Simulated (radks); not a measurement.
Spherical quantum dot in the effective-mass picture: electrons in a parabolic well V = omega^2 r^2 / 2 with omega = 2.35, with a point charge +1 (a donor) at the centre, all in effective atomic units (hartree* = m*/eps^2 hartree, bohr* = eps/m* bohr), one dielectric constant everywhere. Method: non-relativistic Kohn-Sham, r2SCAN, spin-polarised, spherical densities, generalised Kohn-Sham scheme; computed with a radial shooting solver with Libxc functionals. Levels are named by radial order and angular momentum (1s, 1p, 1d, 2s, ...), and open shells are averaged over m. Results are scaled to m* = 0.043 and eps = 17.4, for which hartree* = 3.865 meV and bohr* = 21.41 nm.

N = 13, configuration 1s2 1p6 1d(up 4, down 0) 2s(up 1, down 0). This is the lowest configuration that the search found. Occupied and some empty levels:

level,occupation,eigenvalue (meV),<r> (nm)
1s up,1,47.534,17.48
1s down,1,48.150,17.40
1p up,3,54.929,24.50
1p down,3,55.736,24.16
2s up,1,60.987,25.06
1d up,4,61.865,28.69
2s down,0,62.192,25.39
1d down,0,62.924,28.52
1f up,0,69.180,32.01
2p up,0,70.069,28.96
1f down,0,70.387,31.99
2p down,0,70.963,29.18
1g up,0,76.872,34.92
1g down,0,78.157,35.02

Energy (meV): total 496.502, kinetic 125.85, external 154.26, Hartree 253.19, exchange-correlation -36.790.
